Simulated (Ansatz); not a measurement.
The cluster W3S8. Charge 0, multiplicity 3. Geometry PBE0-D4/def2-SVP; atoms count from 1.

Cartesian coordinates in Å:
```
W 1.794 0.718 0.812
W -1.681 -1.149 0.497
W -0.113 0.479 -1.586
S -2.203 -0.613 2.484
S 1.358 1.297 2.808
S 0.178 0.291 -3.675
S 0.675 -1.245 -0.066
S 0.992 2.292 -0.735
S 3.879 0.440 0.539
S -2.544 -3.012 -0.039
S -2.335 0.503 -1.039
```

In the def2 sets W takes a core potential; there is no spin–orbit coupling. At PBE0-D4/def2-SVP a singlet of charge 0 lies 0.47 eV below the triplet, each at its own geometry. The structure comes from a short search, and lower isomers may exist.

(1) Estimate the Mulliken populations from the PBE0/def2-SVP orbitals of Ansatz.

(2) Where does the spin sit?

(3) And the Mayer bond orders between bonded heavy atoms (over 0.3)?

## Answers

(1) 
```json
{"atom": "W1", "charge (e)": "0.52", "spin (α − β)": "0.54", "d electrons": "4.55"}
{"atom": "W2", "charge (e)": "0.52", "spin (α − β)": "0.54", "d electrons": "4.55"}
{"atom": "W3", "charge (e)": "0.49", "spin (α − β)": "1.13", "d electrons": "4.58"}
{"atom": "S4", "charge (e)": "-0.11", "spin (α − β)": "0.00", "d electrons": "–"}
{"atom": "S5", "charge (e)": "-0.11", "spin (α − β)": "0.00", "d electrons": "–"}
{"atom": "S6", "charge (e)": "-0.10", "spin (α − β)": "0.02", "d electrons": "–"}
{"atom": "S7", "charge (e)": "-0.43", "spin (α − β)": "-0.07", "d electrons": "–"}
{"atom": "S8", "charge (e)": "-0.27", "spin (α − β)": "-0.04", "d electrons": "–"}
{"atom": "S9", "charge (e)": "-0.11", "spin (α − β)": "-0.03", "d electrons": "–"}
{"atom": "S10", "charge (e)": "-0.11", "spin (α − β)": "-0.03", "d electrons": "–"}
{"atom": "S11", "charge (e)": "-0.27", "spin (α − β)": "-0.04", "d electrons": "–"}
```
Mulliken values and Mayer orders depend strongly on the basis.

(2) Summed by element: W 2.21, S -0.21, of 2 unpaired in all. Largest on single atoms: W3 1.13, W1 0.54, W2 0.54.

(3) W1–W3 0.31 (3.07 Å); W1–S5 2.11 (2.12 Å); W1–S7 0.69 (2.42 Å); W1–S8 0.93 (2.35 Å); W1–S9 2.13 (2.12 Å); W2–W3 0.31 (3.07 Å); W2–S4 2.11 (2.12 Å); W2–S7 0.69 (2.42 Å); W2–S10 2.13 (2.12 Å); W2–S11 0.93 (2.35 Å); W3–S6 2.16 (2.12 Å); W3–S7 0.73 (2.43 Å); W3–S8 1.17 (2.29 Å); W3–S11 1.17 (2.29 Å).
